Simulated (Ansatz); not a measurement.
Gas-phase electronic energies from Ansatz, PBE0-D4/def2-TZVP geometries. CBS: MP2 limit from def2 TZ/QZ plus the TZ coupled-cluster correction, frozen cores. This one scheme is used for every species. DFT in def2-TZVPP. HSE06 is defined as in plane-wave codes. One conformer a species, not always the lowest.

Reaction (cleavage of the Si–P bond): `F[SiH2]P` + `N=CF` → `F/C=N/[SiH2]F` + PH₃

`F[SiH2]P`:

Cartesian coordinates in Å:
```
F -1.798 -0.448 1.007
Si -0.583 -0.534 -0.034
P 1.105 0.727 0.737
H -0.126 -1.944 -0.102
H -1.111 -0.104 -1.352
H 0.616 1.919 0.138
H 1.897 0.383 -0.394
```

`N=CF`:

```xyz
5

N     0.253   -0.907   -0.163
C    -0.073    0.232    0.211
F    -0.206    0.493    1.507
H     0.312   -0.945   -1.177
H    -0.286    1.127   -0.378
```

`F/C=N/[SiH2]F`:

Cartesian coordinates in Å:
```
F 0.707 2.431 -1.032
C 0.528 1.130 -0.796
N -0.103 0.740 0.190
Si -0.471 -0.846 0.716
F 0.124 -1.959 -0.269
H 1.012 0.548 -1.585
H -1.940 -0.998 0.731
H 0.143 -1.046 2.044
```

PH₃:

Cartesian coordinates in Å:
```
P 0.125 -0.132 0.551
H -1.113 0.437 0.153
H 0.105 -1.097 -0.489
H 0.884 0.792 -0.215
```

| level | ΔE (kJ/mol) |
| --- | --- |
| HSE06-D4 | -41.1 |
| PBE0 | -41.2 |
| SCS-MP2/def2-QZVPP | -55.5 |
| HF/CBS(def2) | -64.6 |

**Question.** What does CCSD(T)/CBS give? (Estimate.)

**Answer.** The calculation gave: -48.1 kJ/mol. The listed levels differ from it by 7.0, 6.9, -7.4, -16.5 kJ/mol.

**Question.** What do rigid-rotor, harmonic-oscillator terms from PBE0-D4/def2-TZVP frequencies (298.15 K, 1 bar) make of the CCSD(T)/CBS value? (Estimate.)

**Answer.** Ansatz gave: ΔZPE = -7.2 kJ/mol, ΔH = -53.8 kJ/mol, ΔS = -14 J/(mol·K), ΔG = -49.5 kJ/mol.

Largest T1 diagnostic among the species: 0.013.

From BLYP to BHLYP (50 % exact exchange), in def2-TZVPP and without D4, ΔE moves by −7.0 kJ/mol. Leaving LDA and LC-ωPBE aside and taking each functional with its dispersion term where it has one, the values, not all of them listed here, spread over 18.8 kJ/mol, from CAM-B3LYP-D4 to PBE-D4. LDA lies −5.6 kJ/mol from PBE without D4. At CCSD(T), def2-SVP lies −4.2 kJ/mol from the extrapolated value and def2-TZVPP −2.4 kJ/mol.
